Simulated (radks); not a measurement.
The numbers below are computed, except where a source is named.
P2.9+, 12.1 electrons, occupied as [Ne] 3s(up 1, down 0.1) 3p1 (fractional occupations, a model configuration). Code: a radial shooting solver on a logarithmic mesh with Libxc functionals. Model: non-relativistic Kohn-Sham, PBEsol, spin-polarised, spherical densities, point nucleus; open shells are filled with parallel spins first.

Radial electron density D(r) = 4 pi r^2 rho(r):

r (bohr),D(r) (e/bohr),spin D(r)
0.01239,2.900,0.0105
0.01397,3.516,0.0127
0.01575,4.238,0.0153
0.01775,5.074,0.0183
0.02002,6.028,0.0217
0.02257,7.102,0.0254
0.02545,8.286,0.0295
0.02869,9.564,0.0338
0.03235,10.91,0.0382
0.03648,12.27,0.0425
0.04113,13.60,0.0464
0.04637,14.81,0.0496
0.05228,15.84,0.0518
0.05848,16.55,0.0528
0.06593,16.97,0.0526
0.07434,16.99,0.0511
0.08382,16.58,0.0488
0.0945,15.78,0.0467
0.1066,14.69,0.0465
0.1201,13.44,0.0501
0.1355,12.25,0.0600
0.1527,11.33,0.0788
0.1722,10.86,0.108
0.1942,10.96,0.147
0.2189,11.63,0.194
0.2468,12.73,0.242
0.2783,14.01,0.283
0.3138,15.15,0.303
0.3538,15.80,0.295
0.3957,15.74,0.257
0.4461,14.87,0.186
0.503,13.21,0.0999
0.5672,10.98,0.0245
0.6395,8.521,-0.00721
0.721,6.183,0.0356
0.8129,4.255,0.171
0.9166,2.891,0.394
1.033,2.094,0.676
1.165,1.737,0.968
1.314,1.628,1.20
1.481,1.578,1.32
1.67,1.462,1.29
1.883,1.237,1.11
2.123,0.9328,0.849
2.394,0.6191,0.567
2.677,0.3736,0.344
3.019,0.1896,0.175
3.404,0.08268,0.0770
3.838,0.03049,0.0286
4.327,0.009310,0.00879
4.879,0.002301,0.00219
5.501,0.0004498,0.000431

D(r) has 2 maxima, at r = 0.0703, 0.371 bohr, and minima at 0.179 bohr, inside which lie 2.19 electrons.
